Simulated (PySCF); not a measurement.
A calculated (PBE, PySCF 2.14, aug-cc-pVQZ-X2C, scalar relativity by spin-free X2C-1e) atom or ion has these occupied shells.

```tsv
shell	electrons	orbital energy (eV)	rms radius, mean of both spins (bohr)
1s α	1	-3950.1	0.0888
1s β	1	-3950.1	0.0888
2s α	1	-417.12	0.396
2s β	1	-417.09	0.396
2p α	3	-337.52	0.364
2p β	3	-337.49	0.364
3s α	1	-49.765	1.24
3s β	1	-49.668	1.24
3p α	3	-30.610	1.38
3p β	3	-30.509	1.38
4p α	2	-2.683	5.19
```

Q: Name the element and its charge.

A: Ca (calcium, neutral), in [Ar] 4p2, high-spin 3P determinant (an excited configuration).
